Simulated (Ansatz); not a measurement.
Ga(OH) (GaHO), SMILES [OH][Ga] (connectivity only; charge and spin as stated), neutral, multiplicity 1.

The structure is a stationary point at PBE-D3(BJ)/def2-TZVP. The geometry has at least one imaginary mode, so it is a saddle point at that level.

Two levels are set side by side: PBE/def2-TZVPD (Ansatz, a program for electronic structure) and CAM-B3LYP/def2-TZVPD (Ansatz). Energy differences of separate SCF runs at the same geometry; the states with an electron removed or added have multiplicity 2 and 2. Differences are taken from unrounded values.

```csv
quantity,PBE
vertical ionisation energy (eV),10.13
vertical singlet–triplet gap (eV),4.26
```

Task: These are the PBE values. What does CAM-B3LYP give? (An estimate is asked for; the answer gives what the named calculation found.)

Result: 
| quantity | CAM-B3LYP | PBE minus CAM-B3LYP |
|---|---|---|
| vertical ionisation energy (eV) | 10.27 | -0.13 |
| vertical singlet–triplet gap (eV) | 4.29 | -0.03 |

Here PBE gives about what the other level gives.
